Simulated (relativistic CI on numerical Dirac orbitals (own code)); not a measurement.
**Mn5+ (3d2) in a crystal field**

Calculated by Dirac-Coulomb-Breit CI, orbitals from a KLI potential per configuration, model QED (radiative potential, 1s self-energy scaled to tabulated hydrogen-like ionisation energies), valence Slater integrals scaled by 0.7, one configuration in a parametric crystal field (own radial code).

Field parameters in Wybourne normalisation: D3d B²₀ = −7Dσ, B⁴₀ = −14Dq − 21Dτ, B⁴₃ = −14√(10/7) Dq; D4h B²₀ = −7Ds, B⁴₀ = 21(Dq − Dt), B⁴₄ = 21√(5/14) Dq; Oh B⁴₀ = 21Dq, B⁴₄ = √(5/14) B⁴₀; Td as Oh with Dq negative (B⁴₀ = 21Dq, B⁴₄ = √(5/14) B⁴₀). The field is a parameter set, without covalency.

S is read from ⟨S²⟩ = S(S + 1).

Powder χT (cm³ K mol⁻¹) by Van Vleck's formula, with temperature-independent terms:

```
                                       Field      2 K     5 K    10 K    20 K   50 K  100 K  200 K  300 K
    D3d, 10Dq = 14550, Dσ = 770, Dτ = 0 cm⁻¹   0.0645  0.0715  0.0831   0.106  0.176  0.285  0.459  0.594
D4h, 10Dq = 19400, Ds = 1140, Dt = -310 cm⁻¹   0.0622   0.155   0.311   0.559  0.775  0.832  0.867   0.89
  D4h, 10Dq = 43950, Ds = 810, Dt = 170 cm⁻¹   0.0375  0.0938   0.188   0.368  0.612  0.699  0.759  0.801
                        Oh, 10Dq = 9400 cm⁻¹  0.00405  0.0101  0.0203  0.0414    0.1  0.183  0.338  0.486
                       Td, 10Dq = -6000 cm⁻¹    0.713   0.714   0.715   0.719  0.729  0.746   0.78  0.815
                      Td, 10Dq = -11250 cm⁻¹    0.844   0.844   0.845   0.847  0.853  0.862   0.88  0.899
                      Td, 10Dq = -15250 cm⁻¹    0.885   0.885   0.886   0.887  0.891  0.898  0.912  0.926
                      Td, 10Dq = -16650 cm⁻¹    0.895   0.895   0.896   0.897  0.901  0.907  0.919  0.932
```

Task: For D4h, 10Dq = 43950, Ds = 810, Dt = 170 cm⁻¹: what effective moment follows at 300 K?

Result: μ_eff = √(8χT) = 2.53 μB. The ground level has S = 1.00; the spin-only moment for S = 1 is 2.83 μB. The difference comes from the orbital moment, spin-orbit mixing of terms and temperature-independent paramagnetism, all larger in this ionic model than in covalent complexes. The ground level is a non-magnetic singlet, so χT starts at zero and rises through temperature-independent paramagnetism and the filling of excited levels.
